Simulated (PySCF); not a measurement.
# A series of derivatives of FC1C[SiH2]C[SiH2]1

Parent skeleton `[F:1][CH:2]1[CH2:3][SiH2:4][CH2:5][SiH2:6]1`; one hydrogen on atom 4 is replaced by X. Hydrogens on one atom are averaged.

[PySCF: GFN2-xTB geometry; shieldings: GIAO PBE0/pcSseg-1; no solvent; one conformer; no relativistic terms]

Referencing at the same level of theory: ¹⁹F against CFCl3; TMS for ¹³C and ²⁹Si and ¹H.

Known members:
| X | F1 | C2 | C3 | Si4 | C5 | Si6 | H(C2) | H(C3) | H(Si4) |
| --- | --- | --- | --- | --- | --- | --- | --- | --- | --- |
| CH2F | -232.7 | 93.7 | 20.6 | -0.1 | -18.1 | -26.9 | 5.58 | 1.34 | 4.63 |
| OH | -234.4 | 94.1 | 26.8 | 13.2 | -9.2 | -31.0 | 5.58 | 0.95 | 5.36 |
| OSiH3 | -227.8 | 92.1 | 26.8 | 9.9 | -9.7 | -28.6 | 5.56 | 1.05 | 5.56 |
| CHF2 | -235.2 | 93.1 | 21.2 | -3.1 | -17.8 | -27.1 | 5.57 | 1.25 | 4.78 |
| OCOCH3 | -238.9 | 89.9 | 25.5 | 7.3 | -11.1 | -37.3 | 5.16 | 1.84 | 5.36 |

Four more derivatives gave (δ, ppm):
```
compound      F1    C2    C3    Si4     C5    Si6  H(C2)  H(C3)  H(Si4)
       1  -233.8  94.0  20.3    0.8  -17.0  -28.2   5.51   1.13    4.88
       2  -238.6  91.9  23.2  -23.6  -14.0  -34.3   5.28   1.85    4.49
       3  -240.1  89.2  25.3    2.3   -8.8  -35.6   5.14   1.75    5.21
       4  -237.9  90.8  28.5   15.9   -5.1  -35.9   5.19   1.89    5.38
```

Q: Their substituents are COOCH3, Cl, OC2H5, allyl. Which is which?

A: 1: X = allyl (C=CC[Si@@H]1C[SiH2][C@@H](F)C1); 2: X = COOCH3 (COC(=O)[Si@@H]1C[SiH2][C@H](F)C1); 3: X = OC2H5 (CCO[Si@@H]1C[SiH2][C@H](F)C1); 4: X = Cl (F[C@@H]1C[Si@H](Cl)C[SiH2]1).

Unscaled 19F shifts against computed CFCl3 carry errors that often reach 10 to 50 ppm.
